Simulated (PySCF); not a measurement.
# Magnetic susceptibility: `C=C(F)[C@@H](C)OCC(=O)O`, C6H9FO3

Geometry:
| atom | x (Å) | y (Å) | z (Å) |
| --- | --- | --- | --- |
| C1 | -2.423 | 1.137 | 0.075 |
| C2 | -1.887 | 0.041 | 0.570 |
| F3 | -2.556 | -0.695 | 1.491 |
| C4 | -0.548 | -0.563 | 0.241 |
| C5 | -0.727 | -1.956 | -0.376 |
| O6 | 0.127 | 0.311 | -0.653 |
| C7 | 1.517 | 0.358 | -0.515 |
| C8 | 1.982 | 1.086 | 0.738 |
| O9 | 1.282 | 1.515 | 1.610 |
| O10 | 3.317 | 1.189 | 0.754 |
| H11 | -1.880 | 1.710 | -0.650 |
| H12 | -3.391 | 1.480 | 0.392 |
| H13 | 0.010 | -0.652 | 1.184 |
| H14 | -1.251 | -1.869 | -1.324 |
| H15 | -1.304 | -2.585 | 0.297 |
| H16 | 0.240 | -2.423 | -0.551 |
| H17 | 1.976 | -0.642 | -0.518 |
| H18 | 1.894 | 0.906 | -1.383 |
| H19 | 3.611 | 1.663 | 1.549 |

Computed, not measured: GIAO PBE0/pcSseg-1 magnetisability, rotational g tensor and spin-rotation constants, non-relativistic, gas phase (PySCF). Geometry: GFN2-xTB.

(1) How diamagnetic is it, and how anisotropic?

(2) Split it along the inertial axes a, b, c into diamagnetic and paramagnetic parts about the centre of mass, with the quadrupole moment.

(3) And the rotational g tensor?

Results:

(1) Isotropic -1376 × 10⁻³⁰ J/T², or -82.9 × 10⁻⁶ cm³/mol; principal values -1452, -1412, -1266 × 10⁻³⁰ J/T², anisotropy 169 × 10⁻³⁰ J/T² (root of half the summed squared differences of the principal values). The susceptibility is in cgs units.

(2) 
```csv
axis,χ (10⁻⁶ cm³/mol),diamagnetic (10⁻⁶ cm³/mol),paramagnetic (10⁻⁶ cm³/mol),summed x² of all electrons (Å²),quadrupole Θ (D Å)
a,-82.8,-636.1,553.3,334.6,+5.08
b,-80.6,-1646.6,1566.1,96.5,-3.87
c,-85.3,-1829.0,1743.6,53.5,-1.21
```
Anisotropies 2χaa − χbb − χcc = +0.3 and 2χbb − χaa − χcc = +7.0 × 10⁻⁶ cm³/mol. Θ is traceless in Buckingham's convention.

(3) 
```csv
axis,rotational constant (GHz),g,nuclear part,electronic part
a,2.3473,-0.0226,0.5876,-0.6102
b,0.7364,-0.0060,0.5358,-0.5418
c,0.6663,-0.0045,0.5413,-0.5458
```
Asymmetric top; isotopes 12C, 19F, 1H, 16O; no vibrational averaging.
